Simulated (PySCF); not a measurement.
Geometry (Å), atoms numbered from 1 in this order:
```xyz
23

C     1.4744    0.9426    0.2022
C     0.8690   -0.4151   -0.1549
C     1.4470   -1.4868    0.7662
C    -0.6851   -0.4321   -0.2008
C    -1.1828   -1.7736   -0.7490
C    -1.3196   -0.1766    1.1685
C    -1.1555    0.6590   -1.1629
F    -2.5197    0.6018   -1.3381
H     1.1563    1.2785    1.2020
H     2.5731    0.8727    0.2186
H     1.2133    1.7330   -0.5161
H     1.1989   -0.6586   -1.1830
H     2.5449   -1.5023    0.6894
H     1.0862   -2.4949    0.5178
H     1.1975   -1.2885    1.8206
H    -2.2622   -1.7221   -0.9487
H    -0.6748   -2.0298   -1.6933
H    -1.0118   -2.5934   -0.0372
H    -0.9735    0.7704    1.6109
H    -2.4128   -0.1147    1.0657
H    -1.0944   -0.9871    1.8769
H    -0.6759    0.5350   -2.1507
H    -0.9147    1.6632   -0.7790
```

Geometry: PBE0-D3(BJ)/def2-SVP; GIAO shifts from PySCF 2.14.0 with density-fitted response routines, gas phase, non-relativistic, averaged over equivalent atoms.

At PBE0/pcSseg-1 (211 basis functions, 43 s wall time on 1 thread of an Arm Neoverse V1, shared host):
```tsv
atoms	δ (ppm)
C7	92.2
C4	37.3
C2	36.4
C5/C6	20.4
C1/C3	18.0
F8	-251.3
H22/H23	4.07
H12	0.96
H16/H17/H18/H19/H20/H21	0.92
H9/H10/H11/H13/H14/H15	0.81
```

Shifts are taken against calculated references (same method and geometry level): ¹³C (184.41 ppm) and ¹H (31.27 ppm) vs TMS; ¹⁹F (177.25 ppm) against CFCl3.

Problem. Predict the values at KT2/pcSseg-1 on the same geometry.

Solution. 
```
                  atoms  δ at KT2/pcSseg-1  change
                     C7               92.7    +0.5
                     C4               40.0    +2.7
                     C2               38.8    +2.4
                  C5/C6               20.0    -0.4
                  C1/C3               18.2    +0.2
                     F8             -274.1   -22.8
                H22/H23               4.20   +0.13
                    H12               1.12   +0.16
H16/H17/H18/H19/H20/H21               0.95   +0.03
 H9/H10/H11/H13/H14/H15               0.85   +0.04
```

Scale: ¹³C (183.22 ppm) and ¹H (31.18 ppm) against TMS; ¹⁹F (138.57 ppm) vs CFCl3 (reference shieldings calculated alike).

The largest change is at F8 (fluorine on an sp3 carbon). Cost: 211 basis functions, 60 s wall time on 1 thread of an Arm Neoverse V1, shared host. The order of the carbon signals is the same at both levels.

The carbons averaged at δ 20.4 differ by 9 ppm in this conformer. Unscaled 19F shifts against computed CFCl3 carry errors that often reach 10 to 50 ppm.
